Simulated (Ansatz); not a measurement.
Isolated molecules relaxed with PBE0-D4/def2-TZVP in Ansatz; ΔE leaves out vibrations. CCSD(T)/CBS is the MP2 limit (def2-TZVPP, def2-QZVPP) plus CCSD(T) − MP2 in def2-TZVPP, frozen cores. This one scheme is used for every species. DFT in def2-TZVPP. For Ga outer-core shells are correlated without core-valence functions, which leaves a few kJ/mol of doubt a bond. Scalar relativity is left out up to krypton. Each species was taken in one conformer, which may not be the lowest.

Reaction (cleavage of the Si–B bond): `FB(F)[SiH3]` + `[OH][Ga]([OH])[F]` → `[OH][Ga]([F])[O][SiH3]` + `FBF`

```tsv
species	PBE energy (Eh)
`FB(F)[SiH3]`	-515.65627
`[OH][Ga]([OH])[F]`	-2176.02721
`[OH][Ga]([F])[O][SiH3]`	-2466.60536
`FBF`	-225.11448
```

(1) Work out ΔE.

Largest T1 diagnostic among the species: 0.014.

## Answers

(1) ΔE = (-2466.60536) + (-225.11448) − (-515.65627) − (-2176.02721) = -0.03636 Eh = -95.5 kJ/mol. CCSD(T)/CBS gives -123.8 kJ/mol.

In def2-TZVPP, CCSD(T) changes the Hartree–Fock value by +25.7 kJ/mol (the triples alone add +3.3 kJ/mol) and MP2 by +16.8 kJ/mol. From PBE to PBE0 (25 % exact exchange), in def2-TZVPP and without D4, ΔE moves by −11.2 kJ/mol. Leaving LDA and LC-ωPBE aside and taking each functional with its dispersion term where it has one, the values, not all of them listed here, spread over 39.4 kJ/mol, from BHLYP-D4 to PBE-D4.
